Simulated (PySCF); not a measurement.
# Working out the excitation energy of Cr

Cr [Ar] 3d5 4s1 (7S) → Cr [Ar] 3d4 4s2 (5D). Computed with PySCF 2.14 in aug-cc-pVDZ-DK (7s6p4d2f, 59 functions), with scalar relativity by spin-free X2C-1e. Frozen: [Ar]. Energies in hartree (1 hartree = 27.21139 eV):

```json
{"part": "UHF", "Cr (lower)": "-1049.653594", "Cr (upper)": "-1049.620659"}
{"part": "CCSD correlation", "Cr (lower)": "-0.090482", "Cr (upper)": "-0.092183"}
{"part": "(T)", "Cr (lower)": "-0.002072", "Cr (upper)": "-0.002635"}
```

Task: What does Hartree-Fock give?

Result: (-1049.620659) − (-1049.653594) = 0.032935 hartree = 0.896 eV.

Task: What do CCSD and CCSD(T) give?

Result: The CCSD correlation energies differ by -0.001701 hartree = -0.046 eV and the triples by -0.000563 hartree = -0.015 eV, so CCSD gives 0.850 eV and CCSD(T) 0.835 eV.

Measured between the centres of the two terms (NIST): 1.003 eV, so CCSD(T) (valence) is off by -0.168 eV.

A double-zeta basis recovers only part of the correlation energy.

What remains against the reference includes basis incompleteness, the frozen core and higher excitations.
